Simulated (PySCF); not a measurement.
Species: C₇H₁₂OSi.
SMILES with atom numbers: `[CH:1]1=[CH:2][Si@:3]2([CH2:4][CH2:5]1)[CH2:6][CH2:7][O:8][CH2:9]2`

Probes without a nucleus sit at each ring's centroid and 1 Å off its mean plane on both sides; NICS is minus the shielding there, NICSzz its component along the normal. Level: GIAO PBE0/pcSseg-1 (PySCF, non-relativistic, gas phase) on the GFN2-xTB geometry, one conformer.

Ring bond lengths (Å), with Mayer bond orders in brackets: C1–C2 1.328 (1.90), C2–Si3 1.875 (0.89), Si3–C4 1.906 (0.88), C4–C5 1.534 (1.03), C5–C1 1.495 (1.04); Si3–C6 1.911 (0.88), C6–C7 1.531 (1.03), C7–O8 1.407 (0.94), O8–C9 1.419 (0.89), C9–Si3 1.921 (0.90).

Give the NICS values of each ring in ppm.

| ring | type | NICS(0) | NICS(1), two faces | NICS(1)zz, two faces | rms pucker (Å) | centre to ring atoms, mean (Å) |
| --- | --- | --- | --- | --- | --- | --- |
| C1–C2–Si3–C4–C5 | 5-membered ring with Si; formal bonds 1 double, 4 single | -2.5 | -3.6 / -2.9 | -3.2 / -2.4 | 0.06 | 1.38 |
| Si3–C6–C7–O8–C9 | 5-membered ring with O and Si; formal bonds all single | -5.4 | -3.7 / -3.1 | -4.0 / -4.0 | 0.18 | 1.36 |

What can be read from them?

- C1–C2–Si3–C4–C5: mean NICS(1)zz -2.8 ppm, near zero. Si3, C4, C5 have four or more neighbours, and the NICS criterion for π rings isn't applied.
- Si3–C6–C7–O8–C9: mean NICS(1)zz -4.0 ppm, shielded. Si3, C6, C7, C9 have four or more neighbours, and the NICS criterion for π rings isn't applied.

What field does 11.7 T along the ring normal induce along that normal at the first NICS(1) probe listed for ring Si3–C6–C7–O8–C9, 1 Å off the ring?

NICSzz × B0 = -4.0 ppm × 11.7 T = -47 μT, against the applied field.
